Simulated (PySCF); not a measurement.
C2H7ClSi3, SMILES Cl[Si@@H]1C=C[SiH2][SiH2]1.

The structure is a stationary point at PBE0-D3(BJ)/def2-SVP. The structure was generated by enumeration; whether it is a known compound was not checked.

Calculation: CAM-B3LYP/def2-TZVP run with PySCF.

Isolated molecule, no solvent.

```json
{
 "total_energy": "-1409.18473 hartree",
 "highest_occupied_level": "-8.76 eV",
 "lowest_empty_level": "-0.16 eV",
 "orbital_gap": "8.61 eV",
 "dipole_moment": "1.73 D",
 "quadrupole, principal values (traceless, Buckingham form, about the centre of nuclear charge)": "-6.18, 0.42, 5.76 D·Å",
 "mean_static_polarisability": "114.4 bohr³ (16.95 Å³)",
 "polarisability_principal_values": "91.6, 111.4, 140.1 bohr³"
}
```
